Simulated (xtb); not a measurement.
CH4FMoNO, SMILES [CH3][Mo](=[NH])(=[O])[F], multiplicity 1. All values are semi-empirical tight-binding results from xtb (GFN2-xTB unless named), good for trends rather than for accurate numbers. Geometry: GFN2-xTB. The multiplicity is an assumed one; no other spin state was optimised. The structure was generated by enumeration; whether it is a known compound was not checked.

Optimised geometry:

```xyz
9

Mo     0.0891    -0.1460    -0.0040
O      1.3582    -0.0763     1.0282
N      0.5111    -0.0125    -1.6760
H      0.9786     0.0351    -2.5747
F     -1.3351    -1.1629     0.3352
C     -0.7332     1.8039     0.3307
H     -0.0539     2.6559     0.2382
H     -1.1187     1.8060     1.3627
H     -1.5770     1.9762    -0.3543
```

For metal compounds this method's bond lengths and energies can be far off.

The orbital gap comes out as 2.55 eV and the zero-point energy is 32.6 kcal/mol. The G − E(el) at 298.15 K (modified RRHO) comes out as 12.4 kcal/mol.

Problem. Give the atomic charges and the Wiberg bond orders between heavy atoms. (An estimate is asked for; the answer gives what the named calculation found.)

Solution. charges (e) Mo1 0.93, O2 -0.49, N3 -0.45, H4 0.21, F5 -0.30, C6 -0.20, H7 0.11, H8 0.10, H9 0.10. Bond orders Mo1–O2 2.14, Mo1–N3 2.26, Mo1–F5 1.09, Mo1–C6 1.13.
